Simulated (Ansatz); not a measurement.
Species: CH₅AlS, charge 0, singlet. CH5AlS (SMILES C[S][AlH2]).
B3LYP-D3(BJ)/def2-TZVP minimum from Ansatz (a first-principles code):
```xyz
8

Al     0.0412     0.2411     1.4665
H     -1.0184     0.7275     2.5238
H      1.5387    -0.1314     1.7971
S     -0.6206     0.0748    -0.5986
C      0.8884    -0.5089    -1.4730
H      1.1502     0.2204    -2.2363
H      0.6673    -1.4631    -1.9459
H      1.7245    -0.6306    -0.7878
```

Total energies in hartree (Ansatz). UHF or UKS for unpaired electrons; spin-orbit terms are left out. Correlated methods leave the cores frozen. No relativity. For partners of very few electrons the exact lower level stands in for a higher one.

```csv
species,HF/cc-pV(T+d)Z,CCSD(T)/cc-pV(T+d)Z,HF/cc-pV(Q+d)Z,CCSD(T)/cc-pV(Q+d)Z,CCSD(T)/cc-pV(D+d)Z,CCSDT(Q)/cc-pV(D+d)Z
1: CH5AlS (SMILES C[S][AlH2]),-680.29985,-680.80102,-680.30849,-680.83933,-680.66900,-680.67084
2: Al (doublet),-241.87908,-241.93131,-241.88044,-241.93374,-241.92191,-241.92229
3: H (doublet),-0.49981,-0.49981,-0.49995,-0.49995,-0.49928,-0.49928
4: S (triplet),-397.50938,-397.65444,-397.51264,-397.66785,-397.60412,-397.60456
5: C (triplet),-37.69157,-37.78076,-37.69331,-37.78654,-37.76038,-37.76071
```

### Question
Work out the atomisation energy (electronic, to ground-state atoms) in kcal/mol: take Hartree-Fock from cc-pV(Q+d)Z, extrapolate the CCSD(T) correlation energy as X^-3 (X = 3, 4), and add CCSDT(Q) - CCSD(T) in cc-pV(D+d)Z. 1 hartree = 627.51 kcal/mol.

### Answer

Species 1: correlation (64·(-0.53084) - 27·(-0.50117))/37 = -0.55249; step -0.00184; E1 = -680.30849 + (-0.55249) + (-0.00184) = -680.86282
Species 2: correlation (64·(-0.05330) - 27·(-0.05223))/37 = -0.05408; step -0.00038; E2 = -241.88044 + (-0.05408) + (-0.00038) = -241.93490
Species 3: correlation (64·(0.00000) - 27·(0.00000))/37 = 0.00000; step +0.00000; E3 = -0.49995 + (0.00000) + (+0.00000) = -0.49995
Species 4: correlation (64·(-0.15521) - 27·(-0.14506))/37 = -0.16262; step -0.00044; E4 = -397.51264 + (-0.16262) + (-0.00044) = -397.67570
Species 5: correlation (64·(-0.09323) - 27·(-0.08919))/37 = -0.09618; step -0.00033; E5 = -37.69331 + (-0.09618) + (-0.00033) = -37.78982
-1·E1 +1·E2 +5·E3 +1·E4 +1·E5 = 0.96265 hartree = 604.1 kcal/mol.
